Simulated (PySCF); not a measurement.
Al(OH)2 (AlH₂O₂), SMILES [OH][Al+][OH], charge +1. Coordinates come from a PBE-D3(BJ)/def2-TZVP optimisation. The multiplicity is an assumed one; other spin states were not compared. The isomer is the one that the SMILES or the coordinates give; other isomers of the formula were not compared. The values are those of a single conformer.

Level of theory: PBE-D3(BJ)/def2-TZVP (PySCF).

Harmonic wavenumbers (cm⁻¹): 92, 200, 211, 385, 397, 801, 1167, 3782, 3789. Rotational constants (GHz): 636.3, 5.238, 5.237; symmetry number 2.

**Question.** Work out the zero-point energy and the ideal-gas rigid-rotor harmonic-oscillator thermochemistry at 298.15 K and 1 atm.

**Answer.** ZPE = ½ Σ hcν = ½ × 10824 cm⁻¹ = 64.74 kJ/mol. H − E(el) = 81.45 kJ/mol. Entropy in J/(mol K): translation 160.01, rotation 79.79, vibration 42.01, total 281.81. G − E(el) = -2.57 kJ/mol. Cp = 72.90 J/(mol K). Modes under 150 cm⁻¹ make the vibrational entropy uncertain.
